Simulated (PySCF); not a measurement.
Ge(Cl)(Me)2(NH2) (C2H8ClGeN), SMILES [CH3][Ge]([Cl])([CH3])[NH2]. Atoms are numbered in the order given.

```xyz
13

C     -0.8264    -0.8847    -1.6474
Ge    -0.2862     0.0053     0.0000
C     -0.8264    -0.8847     1.6474
N     -0.9606     1.7104     0.0000
Cl     1.9304     0.0173     0.0000
H     -1.9236    -0.9573    -1.6895
H     -0.4704    -0.3174    -2.5198
H     -0.3929    -1.8942    -1.6874
H     -0.4704    -0.3174     2.5198
H     -1.9236    -0.9573     1.6895
H     -0.3929    -1.8942     1.6874
H     -0.7218     2.2591     0.8248
H     -0.7218     2.2591    -0.8248
```
Charge 0, spin multiplicity 1.

Geometry optimised at B3LYP-D3(BJ)/def2-SVP. One conformer was computed; it need not be the lowest.

Computed with CAM-B3LYP/def2-TZVP (PySCF).

ESP charges are fitted to the potential on shells at 1.4 to 2.0 van der Waals radii. Atomic charges (e):

```json
[
 {"atom": "C1", "Löwdin": "-0.48", "IAO": "-0.69", "ESP fit": "-0.64", "Mulliken": "-0.45"},
 {"atom": "Ge2", "Löwdin": "0.20", "IAO": "1.11", "ESP fit": "0.91", "Mulliken": "?"},
 {"atom": "C3", "Löwdin": "-0.48", "IAO": "-0.69", "ESP fit": "-0.64", "Mulliken": "-0.45"},
 {"atom": "N4", "Löwdin": "-0.34", "IAO": "-0.81", "ESP fit": "-0.99", "Mulliken": "?"},
 {"atom": "Cl5", "Löwdin": "0.02", "IAO": "-0.40", "ESP fit": "-0.37", "Mulliken": "-0.37"},
 {"atom": "H6", "Löwdin": "0.13", "IAO": "0.16", "ESP fit": "0.18", "Mulliken": "0.14"},
 {"atom": "H7", "Löwdin": "0.13", "IAO": "0.16", "ESP fit": "0.17", "Mulliken": "0.14"},
 {"atom": "H8", "Löwdin": "0.13", "IAO": "0.16", "ESP fit": "0.16", "Mulliken": "0.14"},
 {"atom": "H9", "Löwdin": "0.13", "IAO": "0.16", "ESP fit": "0.17", "Mulliken": "0.14"},
 {"atom": "H10", "Löwdin": "0.13", "IAO": "0.16", "ESP fit": "0.18", "Mulliken": "0.14"},
 {"atom": "H11", "Löwdin": "0.13", "IAO": "0.16", "ESP fit": "0.16", "Mulliken": "0.14"},
 {"atom": "H12", "Löwdin": "0.15", "IAO": "0.26", "ESP fit": "0.36", "Mulliken": "?"},
 {"atom": "H13", "Löwdin": "0.15", "IAO": "0.26", "ESP fit": "0.36", "Mulliken": "?"}
]
```

### Question
Some entries are withheld; supply them. (An estimate is asked for; the answer gives what the named calculation found.)

### Answer

- Ge2, Mulliken: 0.56
- N4, Mulliken: -0.61
- H12, Mulliken: 0.23
- H13, Mulliken: 0.23
